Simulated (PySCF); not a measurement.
C2H10OSi3, SMILES [SiH3][C@H]1O[SiH2]C[SiH2]1. Geometry: PBE0-D3(BJ)/def2-SVP. The structure was generated by enumeration; whether it is a known compound was not checked. The values are those of a single conformer.

Question: Give the equilibrium geometry at PBE0-D3(BJ)/def2-SVP (PySCF confirms it by a frequency run) as bond lengths and angles. (Estimate from the structure and the level; the computed values follow.)

Answer: This is not unique; one that fits is 
Atoms: Si1 C2 O3 Si4 C5 Si6 H7 H8 H9 H10 H11 H12 H13 H14 H15 H16. Bonded distances (Å): Si1–C2 1.899, Si1–H7 1.493, Si1–H8 1.498, Si1–H9 1.496, C2–O3 1.432, C2–Si6 1.919, C2–H10 1.105, O3–Si4 1.684, Si4–C5 1.886, Si4–H11 1.490, Si4–H12 1.494, C5–Si6 1.889, C5–H13 1.102, C5–H14 1.100, Si6–H15 1.495, Si6–H16 1.495. Bond angles (°): C2–Si1–H7 110.9, C2–Si1–H8 108.6, C2–Si1–H9 110.1, H7–Si1–H8 108.6, H7–Si1–H9 109.7, H8–Si1–H9 108.8, Si1–C2–O3 109.8, Si1–C2–Si6 114.0, Si1–C2–H10 108.2, O3–C2–Si6 106.8, O3–C2–H10 108.2, Si6–C2–H10 109.7, C2–O3–Si4 119.2, O3–Si4–C5 103.3, O3–Si4–H11 108.0, O3–Si4–H12 110.7, C5–Si4–H11 113.7, C5–Si4–H12 111.9, H11–Si4–H12 109.0, Si4–C5–Si6 102.9, Si4–C5–H13 110.7, Si4–C5–H14 112.6, Si6–C5–H13 110.5, Si6–C5–H14 112.1, H13–C5–H14 108.1, C2–Si6–C5 99.5, C2–Si6–H15 112.6, C2–Si6–H16 110.7, C5–Si6–H15 113.9, C5–Si6–H16 110.8, H15–Si6–H16 109.0.
